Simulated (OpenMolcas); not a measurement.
# Levels of Pm2+ by method

| Property | Result |
| --- | --- |
| Program | OpenMolcas 26.06 |
| Basis | ANO-RCC-VTZP [8s7p5d3f2g1h] |
| Scalar Hamiltonian | DKH4, point nucleus |
| Active space | 5 electrons in 7 orbitals (4f) |
| State averaging | 2S+1 = 6 odd, 21 roots (18 in the spin-orbit step); 2S+1 = 4 odd, 224 roots (80 in the spin-orbit step) |
| Spin-orbit coupling | state interaction with AMFI integrals over the reference wave functions, term energies averaged over their components |

Methods on the same reference wave functions:
A. CASSCF
B. SS-CASPT2, IPEA 0.25 Eh, imaginary shift 0.1 Eh (closed shells correlated: 5s 5p)

Energies in cm⁻¹ above 4f⁵ ⁶H°_5/2.

```
             Level      A      B
       4f⁵ ⁶H°_5/2    0.0    0.0
       4f⁵ ⁶H°_7/2    830    872
       4f⁵ ⁶H°_9/2   1836   1916
      4f⁵ ⁶H°_11/2   2973   3070
      4f⁵ ⁶H°_13/2   4189   4270
      4f⁵ ⁶H°_15/2   5437   5460
       4f⁵ ⁶F°_1/2   7426   6360
       4f⁵ ⁶F°_3/2   7600   6480
       4f⁵ ⁶F°_5/2   7961   6790
       4f⁵ ⁶F°_7/2   8588   7410
       4f⁵ ⁶F°_9/2   9550   8400
      4f⁵ ⁶F°_11/2  10901   9830
       4f⁵ ⁴F°_3/2  19902  15220
4f⁵ ⁴F°_5/2 [50 %]  20312  15620
```

From A to B the spin-free energies of the other terms of 4f⁵ shown, above ⁶H°, scale by factors of 0.76 to 0.80, as is usual when dynamic correlation screens the repulsion within a d or f shell.

The lowest spin-free term lies below A's lowest term by 0.434 hartree in B.

Term energies are means over components that CASPT2 splits; among the terms shown or strongly mixed into the levels shown the widest spread is 280 cm-1 (4f⁵ ⁴G°, B). High states are left out of the spin-orbit mixing, which shifts the levels that they would mix with. Without dynamic correlation excited terms often stand tens of per cent too high (terms of higher spin than the ground term too low), and those without a measured partner can miss by more than the paired ones (holds for A). Only configurations of the active space appear. Levels that lie high or do not pair safely by name in every column are left out.

A share in square brackets marks a mixed level and gives the weight of the term that names it, the lowest over the columns. ° marks odd parity.
